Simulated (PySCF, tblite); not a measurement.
Isomers of C2H8F2Si2, one GFN2-xTB conformer each. Single-point energies are computed at PBE0/pcSseg-1 (PySCF, gas phase, no added dispersion term), electronic only.

```tsv
SMILES	GFN2-xTB relative energy (kJ/mol)
F[SiH2]C[C@H](F)[SiH3]	164.6
C[Si@H](F)[SiH2]CF	212.9
C[Si@@H](F)C[SiH2]F	0.0
```

Conformers: `[F:1][SiH2:2][CH2:3][C@H:4]([F:5])[SiH3:6]` with F1–Si2–C3–C4 -66°, Si2–C3–C4–F5 -60°; `[CH3:1][Si@H:2]([F:3])[SiH2:4][CH2:5][F:6]` with C1–Si2–Si4–C5 -52°, Si2–Si4–C5–F6 -47°; `[CH3:1][Si@@H:2]([F:3])[CH2:4][SiH2:5][F:6]` with C1–Si2–C4–Si5 70°, Si2–C4–Si5–F6 -54°.

Problem. What does PBE0/pcSseg-1 give for the same structures?

Solution. 
```csv
SMILES,PBE0/pcSseg-1 E (Eh),PBE0/pcSseg-1 (kJ/mol),GFN2-xTB (kJ/mol),point group
C[Si@@H](F)C[SiH2]F,-859.25975,0.0,0.0,C1
C[Si@H](F)[SiH2]CF,-859.16764,241.8,212.9,C1
F[SiH2]C[C@H](F)[SiH3],-859.15452,276.3,164.6,C1
```

Both levels put the same isomer lowest; measured from each level's own lowest isomer, the values differ by up to 111.7 kJ/mol (F[SiH2]C[C@H](F)[SiH3]: 164.6 against 276.3). 

Problem. Which frontier levels, dipoles and rotational constants go with these structures?

Solution. 
```csv
SMILES,"HOMO (eV, PBE0/pcSseg-1)",LUMO (eV),dipole (D),"A, B, C (MHz)"
C[Si@@H](F)C[SiH2]F,-8.87,0.13,1.21,"3953, 1213, 993.4"
C[Si@H](F)[SiH2]CF,-8.31,-0.64,1.93,"3298, 1253, 1042"
F[SiH2]C[C@H](F)[SiH3],-8.09,0.20,1.96,"4690, 986.5, 941.0"
```

Problem. What happens when harmonic zero-point energies from GFN2-xTB frequencies are added?

Solution. 
```csv
SMILES,ZPE (kJ/mol),electronic (kJ/mol),with ZPE (kJ/mol)
C[Si@@H](F)C[SiH2]F,246.0,0.0,0.0
C[Si@H](F)[SiH2]CF,243.8,241.8,239.7
F[SiH2]C[C@H](F)[SiH3],235.0,276.3,265.3
```

The zero-point energies span 11.0 kJ/mol. The order is unchanged.
